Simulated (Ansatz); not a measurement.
Pulling on the Sn1–H3 bond in GeH6Sn (SMILES [GeH3][SnH3]) (multiplicity 1 held, fragments rigid). Energies count from the point at 1.712 Å.
Geometry at that point (charge 0, multiplicity 1):
```xyz
8

Sn    -1.0322     0.1022    -0.0172
Ge     1.5684    -0.1553     0.0261
H     -1.7216    -0.9461    -1.1826
H     -1.4714     1.7097    -0.4116
H     -1.7003    -0.2790     1.5128
H      1.9614    -1.6007     0.3808
H      2.1864     0.7877     1.0741
H      2.1673     0.1877    -1.3498
```

Signs of static correlation in def2-SVP, with CASSCF(2,2), from Ansatz (an electronic-structure program) runs.

| R (Å) | T1 of restricted CCSD | ⟨S²⟩ of UHF | largest double amplitude of restricted CCSD | weight of the CASSCF reference in MRCISD | CASSCF natural occupations |
|---|---|---|---|---|---|
| 1.370 | 0.011 | 0.000 | 0.042 | 0.896 | 1.99 0.01 |
| 1.541 | 0.011 | 0.000 | 0.043 | 0.896 | 1.98 0.02 |
| 1.712 | 0.011 | 0.000 | 0.044 | 0.895 | 1.97 0.03 |
| 1.884 | 0.012 | 0.000 | 0.048 | 0.895 | 1.96 0.04 |
| 2.055 | 0.012 | 0.000 | [?] | 0.895 | 1.95 0.05 |
| 2.312 | 0.015 | 0.002 | [?] | 0.895 | 1.91 0.09 |
| 2.569 | 0.019 | 0.475 | 0.209 | 0.895 | 1.85 0.15 |
| 2.997 | 0.031 | 0.821 | 0.346 | 0.895 | 1.69 0.31 |
| 3.425 | 0.047 | 0.941 | 0.505 | 0.895 | 1.49 0.51 |
| 3.939 | 0.064 | 0.988 | 0.689 | 0.894 | 1.28 0.72 |
| 4.624 | 0.077 | 1.002 | 0.859 | 0.894 | 1.12 0.88 |
| 5.480 | 0.081 | 1.005 | 0.955 | 0.894 | 1.04 0.96 |

Q: Some entries are withheld; supply them.

A: 
- 2.055, largest double amplitude of restricted CCSD: 0.066
- 2.312, largest double amplitude of restricted CCSD: 0.128

Doubts at one or more of the structures used: a restricted determinant that unrestricted orbitals would lower (R-CCSD(T)/def2-SVP); other coupled-cluster roots lie near (R-CCSD(T)/def2-SVP); T1 above 0.05 (R-CCSD(T)/def2-SVP, U-CCSD(T)/def2-SVP); a spin-contaminated determinant (U-CCSD(T)/def2-SVP).
